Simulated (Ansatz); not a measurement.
Ideal-gas functions of C$_{2}$H$_{4}$GaN, SMILES `[GaH2][C]1=NC1` at 500 K and 1 bar, from an Ansatz frequency run at PBE0-D4/def2-TZVP.

Molar mass 111.78 g/mol, point group Cs (symmetry number 1), electronic degeneracy 1, moments of inertia 22.471, 219.603, 230.97 u Å². Harmonic wavenumbers (cm⁻¹, unscaled): 96, 152, 224, 379, 518, 611, 737, 856, 987, 1008, 1119, 1146, 1507, 1771, 2005, 2011, 3100, 3189.

Use S(trans) = R[1.5 ln M + 2.5 ln T − 1.1517]; rotational temperatures θ = 24.2544 K / I; S(rot) = R[ln(√π/σ · √(T³/θAθBθC)) + 1.5]; for each mode x = 1.438777 ν̃/T, S = R[x/(eˣ − 1) − ln(1 − e⁻ˣ)] and H = RT x/(eˣ − 1); 1 cm⁻¹ = 0.0119627 kJ/mol; R = 8.31446 J/(mol·K).

Problem. By hand: the entropy, in J/(mol·K).

Solution. Translation 178.4. Rotation: θ = 1.0794, 0.1104, 0.105 K, giving 113.0. Vibration, mode by mode: 19.04, 15.26, 12.11, 7.99, 5.72, 4.62, 3.47, 2.65, 1.97, 1.87, 1.45, 1.37, 0.59, 0.31, 0.18, 0.17, 0.01, 0.01, in all 78.8. Electronic 0.0. Sum 370.2 J/(mol·K).

Problem. By hand: H − E and G − E in kJ/mol, counted from the electronic energy.

Solution. Zero-point energy ½ × 21416 × 0.0119627 = 128.1; thermal vibration 20.7; translation, rotation and pV give 4 RT = 16.6. H − E = 165.4 kJ/mol, and G − E = 165.4 − 500 × 370.2/1000 = -19.7 kJ/mol.

Vibration gives 21 % of the entropy, 19.0 J/(mol·K) of it from the mode under 150 cm⁻¹: soft modes count most, and the harmonic formula is weakest for them.
